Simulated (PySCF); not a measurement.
Telling isomers of C3H9NOSi3 apart by NMR

[PySCF: shieldings: GIAO PBE0/pcSseg-1; geometry: GFN2-xTB; gas phase; equivalent nuclei averaged; a single conformation; non-relativistic]

References, each an isolated molecule treated in the same way: TMS for ¹H, ¹³C. Where no couplings were computed, multiplicities follow the n + 1 count of equivalent neighbours, and m marks all less simple cases (inequivalent or close neighbours, rings, F or P nearby). Shifts are as computed. Against solution values, carbons near 30 ppm lie about +3 ppm off and those near 130 ppm about +5 ppm. Of 1309 compounds with measured shifts, 239 miss one by over three times the rms of a fit or turn the order of signals round; such compounds aren't used in these exercises.

(1) Tabulate the signals of `N#C[C@@H](C=O)[SiH]([SiH3])[SiH3]`, `CC(=O)[Si]([SiH3])([SiH3])C#N` and their relative energies.

(2) What is the quickest way to tell N#C[C@@H](C=O)[SiH]([SiH3])[SiH3] from CC(=O)[Si]([SiH3])([SiH3])C#N?

Results:

(1) 
```tsv
SMILES	carbon types	δC	δH	E rel. (kcal/mol)
N#C[C@@H](C=O)[SiH]([SiH3])[SiH3]	1×C 2×CH	206.3, 122.5, 31.9	9.86 (d, 1H), 4.38 (m, 1H), 3.78 (d, 3H), 3.74 (d, 3H), 2.94 (m, 1H)	13.0
CC(=O)[Si]([SiH3])([SiH3])C#N	2×C 1×CH3	246.8, 126.2, 44.4	3.74 (s, 6H), 2.93 (s, 3H)	0.0
```

Energies are electronic energies at PBE0/pcSseg-1 on these geometries, without zero-point or thermal terms, each for the one conformer computed, which needn't be the lowest.

(2) Both give the same number of carbon signals, but DEPT or the intensities differ. The first has an aldehyde carbonyl carbon (CH) at 206.3 ppm, the second a carbonyl carbon (C) at 246.8 ppm. In the proton spectra the most deshielded non-exchanging signals are 9.86 (d, 1H) and 3.74 (s, 6H).
